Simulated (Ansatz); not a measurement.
A structure relaxed at B3LYP-D4/def2-TZVP in Ansatz, charge 0, singlet:

Cartesian coordinates in Å:
```
Hf 0.812 -1.293 0.458
Te -1.587 0.029 0.123
Te 0.774 1.263 -0.582
```

(1) Give its formula and point group.

(2) Summarise the bond lengths by kind (pairs closer than 1.2 times the sum of covalent radii, bridged metal pairs left out).

Answers

(1) HfTe2. Point group C2v (tolerance 0.1 Å).

(2) 2 × Hf–Te 2.76 Å; 1 × Te–Te 2.76 Å. The metal has 2 neighbours: Te 2.76 Å, Te 2.76 Å.

In the def2 sets Hf, Te take a core potential; there is no spin–orbit coupling. The restricted singlet is unstable towards broken spin symmetry at other levels; at B3LYP-D4/def2-TZVP this wasn't settled. The relaxation made no stability test and no search for a lower SCF solution. The structure comes from a short search, and lower isomers may exist.
